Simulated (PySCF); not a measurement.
From one molecule to another.

First species: C₅H₁₁ClSi₂.
SMILES: `C=C=C(C)[Si@@H](Cl)[SiH2]C`

Second species: 1-chloro-1-fluoroallene, C₃H₂ClF.
InChI=1S/C3H2ClF/c1-2-3(4)5/h1H2

Levels: PBE0/pcSseg-1 for dipole moment, HOMO energy, LUMO energy and HOMO–LUMO gap; GFN2-xTB for rotational constant A and rotational constant C. Geometries: GFN2-xTB. Each species is one conformer at its optimised geometry, gas phase, non-relativistic unless stated. Electronic properties by PySCF.

Dipoles, sizes and rotational constants follow the conformer. The torsions of the flexible species, by atom-mapped SMILES:
- `[CH2:1]=[C:2]=[C:3]([CH3:4])[Si@@H:5]([Cl:6])[SiH2:7][CH3:8]`: C2–C3–Si5–Cl6 0°, C3–Si5–Si7–C8 -165°

```tsv
property	column X	column Y
dipole moment	1.55 D	2.15 D
HOMO energy	-7.32 eV	-7.51 eV
LUMO energy	-0.52 eV	-1.20 eV
HOMO–LUMO gap	6.80 eV	6.31 eV
rotational constant A	1.568 GHz	6.645 GHz
rotational constant C	0.570 GHz	2.020 GHz
```

(1) Which column belongs to which species?

(2) How does each property change from the first species to the second?

Results:

(1) Column X is the first species and column Y the second. The first has 19 atoms and 86 electrons, the second 7 and 46.

(2) dipole moment +0.60 D; HOMO energy -0.19 eV; LUMO energy -0.68 eV; HOMO–LUMO gap -0.49 eV; rotational constant A +5.077 GHz; rotational constant C +1.450 GHz.

On the first: In atomic units the dipole is 0.61 e·bohr (1 au = 2.5417 D). A dipole of 1.55 D is allowed in C1, and pure rotational transitions are dipole-allowed.

On the second: The dipole equals about 7.2 × 10⁻³⁰ C·m (1 D = 3.33564 × 10⁻³⁰ C·m). A dipole of 2.15 D is allowed in Cs, and pure rotational transitions are dipole-allowed.
